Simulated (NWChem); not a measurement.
# C2H9FSi3; SMILES F[Si@H]1C[SiH2][C@@H]1[SiH3]

```xyz
15

F     -1.5825     1.9460     0.5118
Si    -0.6158     0.9857    -0.3831
C      1.1618     1.5998    -0.4655
Si     1.6898    -0.0890     0.2458
C     -0.1335    -0.5979     0.5253
Si    -0.7382    -2.2520    -0.1130
H     -1.2984     0.7841    -1.6932
H      1.5641     1.9005    -1.4436
H      1.3368     2.4200     0.2506
H      2.3812    -0.9574    -0.7559
H      2.5047    -0.0272     1.4965
H     -0.3988    -0.5158     1.5949
H     -0.4536    -2.3647    -1.5785
H     -0.0510    -3.3862     0.5809
H     -2.2135    -2.4037     0.0879
```
Atoms are numbered in this order, from 1.

Program: NWChem. Medium grid unless said otherwise, to which SCAN and Minnesota functionals are sensitive. The geometry was optimised at PBE0/def2-SVP. No frequency run checked for a minimum. Hybrids' shares of exact exchange are those that their runs print; pure functionals count as 0. The functionals differ in more than this share.

| row | share of exact exchange | highest occupied level (eV) |
|---|---|---|
| PBE/def2-SVP | 0.00 | -6.84 |
| RPBE/def2-SVP | 0.00 | -6.82 |
| B3LYP/def2-SVP | 0.20 | -7.87 |
| MN15/def2-SVP | 0.44 | -8.72 |
| M05-2X/def2-SVP | 0.56 | withheld |

Fit a straight line of the last column on the one before it, predict the withheld value, and compare with the run.


1. Means of the 4 shown rows: x = 0.160, y = -7.562. Slope Σ(x − x̄)(y − ȳ)/Σ(x − x̄)² = -0.5708/0.1312 = -4.351; intercept -6.866.
2. The shown rows scatter about the line by 0.078 (root mean square); the largest residual is -0.13, at B3LYP/def2-SVP.
3. At x = 0.56 (M05-2X/def2-SVP; beyond the shown range) the line gives -9.30.
4. The run gives -9.28, +0.02 from the line, 0.3 times the scatter.
